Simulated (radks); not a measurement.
Valence configurations of In+ (all share [Kr]). All-electron calculation, Dirac Kohn-Sham, PBE, spin-unpolarised, spherical densities, finite nucleus; open shells are shared between the two j in proportion to 2j + 1; Fermi nuclear charge, rms radius 4.6156 fm. Program: a radial shooting solver on a logarithmic mesh with Libxc functionals. Energies are relative to 4d10 5s2; eigenvalues in eV.

valence	E (eV)	e(4d3/2)	e(4d5/2)	e(5p1/2)	e(5p3/2)	e(5s1/2)
4d10 5s2	0.000	-26.586	-25.724	-	-	-14.923
4d10 5s1.5 5p0.5	3.264	-27.380	-26.516	-9.137	-8.698	-15.423
4d10 5s1 5p1	6.579	-28.149	-27.282	-9.527	-9.073	-15.902
4d9.5 5s2 5p0.5	9.338	-29.581	-28.692	-9.636	-9.158	-16.186
4d9.5 5s1.5 5p1	12.796	-30.331	-29.441	-10.014	-9.522	-16.649
4d10 5p2	13.348	-29.620	-28.748	-10.266	-9.785	-
4d9 5s2 5p1	19.734	-32.549	-31.635	-10.498	-9.966	-17.389
4d9 5s1 5p2	27.066	-33.958	-33.039	-11.195	-10.636	-18.238
4d9 5p3	34.561	-35.302	-34.378	-11.846	-11.262	-
4d7 5s1 5p4	80.783	-45.478	-44.454	-14.203	-13.432	-22.462

NIST lists [Kr] 4d10 5s2 as the ground configuration; this level of theory agrees among the configurations tried. The energies are those of spherical spin-averaged densities, not of single terms.
